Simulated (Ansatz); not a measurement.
Program: Ansatz. Geometries: PBE0-D4/def2-TZVP. ΔE: electronic, gas phase. CCSD(T)/CBS adds triple-zeta CCSD(T) − MP2 to the extrapolated MP2 energy (def2 sets, frozen cores). Functionals use def2-TZVPP. For Ge outer-core shells are correlated without core-valence functions, which leaves a few kJ/mol of doubt a bond. Scalar relativity is left out up to krypton. Each species was taken in one conformer, which may not be the lowest.

`O=C[SiH2][SiH2][SiH3]` + `C[S][GeH3]` → `[SiH3][SiH2][S][GeH3]` + `C[SiH2]C=O`  (redistribution)

CCSD(T)/CBS gives -1.14 eV.

(1) Another level gave -0.99 eV. Which?
A. r2SCAN/def2-TZVPP
B. PBE0-D4/def2-TZVPP
C. PBE/def2-TZVPP
D. MP2/def2-TZVPP

Largest T1 diagnostic among the species: 0.016.

Results:

(1) C. PBE -0.99, r2SCAN -1.10, MP2/def2-TZVPP -1.22, PBE0-D4 -1.06 eV.

From PBE to PBE0 (25 % exact exchange), in def2-TZVPP and without D4, ΔE moves by −0.06 eV.
